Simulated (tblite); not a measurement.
Compound: C6H9GeNS.
SMILES with atom numbers: `[CH3:1][S:2][Ge@@H:3]1[CH2:4][CH:5]=[CH:6][C@H:7]1[C:8]#[N:9]` (hydrogens: H10, H11, H12 on C1; H13 on Ge3; H14, H15 on C4; H16 on C5; H17 on C6; H18 on C7)

Computed with GFN2-xTB (tblite), gas phase: L-BFGS steps from a force-field or distance-geometry start until the largest atomic force falls under 0.01 eV/Å.

Step 0: E = -692.8804 eV
```
atom  x, y, z in Å  |  force x, y, z in eV/Å
C1      3.0557   -0.1099    0.4103    0.186  -0.651   0.110
S2      1.9666    1.3428    0.6465    0.343  -0.244  -0.072
Ge3     0.3305    0.4881   -0.5687    0.864   0.981  -1.012
C4     -1.2347    1.6356   -0.5286   -0.675   0.699   0.296
C5     -2.2708    0.8194    0.2071    0.181  -0.560   0.041
C6     -1.9593   -0.4131    0.6198   -0.382   0.956  -0.148
C7     -0.5728   -0.9319    0.3617   -0.368  -2.079   0.500
C8     -0.6212   -2.1284   -0.4716   -0.091  -1.546  -0.640
N9     -0.6643   -3.0830   -1.1390    0.110   2.172   1.425
H10     3.2541   -0.2480   -0.6651   -0.047   0.048   0.494
H11     4.0020    0.0587    0.9431   -0.450   0.029  -0.198
H12     2.5596   -1.0210    0.8231    0.425   0.654  -0.304
H13     0.7404    0.1153   -2.0041    0.136  -0.044   0.215
H14    -1.5706    1.8598   -1.5527   -0.060   0.283   0.467
H15    -1.0166    2.5686    0.0426   -0.376  -0.392  -0.607
H16    -3.2629    1.2298    0.3869    0.316  -0.002  -0.097
H17    -2.6843   -1.0137    1.1541    0.225  -0.118  -0.062
H18    -0.0600   -1.1626    1.3229   -0.336  -0.188  -0.409
```

Q: Estimate the geometry and energy of step 1. (The exact step hangs on the optimiser's Hessian estimate; all steps are aligned on step 0, rigid shifts and turns removed.)

A: E = -692.9052 eV, largest force 6.709 eV/Å
```
atom  x, y, z in Å  |  force x, y, z in eV/Å
C1      3.0583   -0.1192    0.4119    0.129  -0.188  -0.001
S2      1.9716    1.3393    0.6454    0.374  -0.200  -0.048
Ge3     0.3428    0.5021   -0.5831    0.193   0.427  -0.414
C4     -1.2443    1.6456   -0.5243   -0.366   0.085   0.108
C5     -2.2683    0.8114    0.2077   -0.136   0.651  -0.305
C6     -1.9648   -0.3994    0.6177    0.202  -0.635   0.241
C7     -0.5781   -0.9616    0.3688   -0.370  -0.919  -0.240
C8     -0.6225   -2.1505   -0.4807    0.144   5.219   4.213
N9     -0.6627   -3.0520   -1.1187   -0.178  -4.615  -3.387
H10     3.2534   -0.2473   -0.6580    0.007  -0.010   0.287
H11     3.9955    0.0592    0.9403   -0.216   0.033  -0.072
H12     2.5656   -1.0117    0.8188    0.214   0.241  -0.119
H13     0.7424    0.1146   -2.0010    0.203  -0.052   0.012
H14    -1.5714    1.8638   -1.5460   -0.155   0.305   0.306
H15    -1.0220    2.5630    0.0339   -0.321  -0.001  -0.312
H16    -3.2584    1.2298    0.3855    0.293  -0.022  -0.079
H17    -2.6811   -1.0154    1.1532    0.190   0.003  -0.098
H18    -0.0648   -1.1653    1.3171   -0.205  -0.322  -0.093
```

The energy changes by -0.0248 eV. The first-order estimate −F·Δx gives -0.3261 eV and the mean of the old and new forces, exact on a quadratic surface, -0.0080 eV. The step makes an angle of 0° with the force vector and moves no atom by more than 0.037 Å.

The cost below is that of the whole relaxation. Time: 1.2 s of wall time. Hardware: an Arm Neoverse N1 with one thread, no GPU, shared host with 64 logical CPUs at a one-minute load of 57.
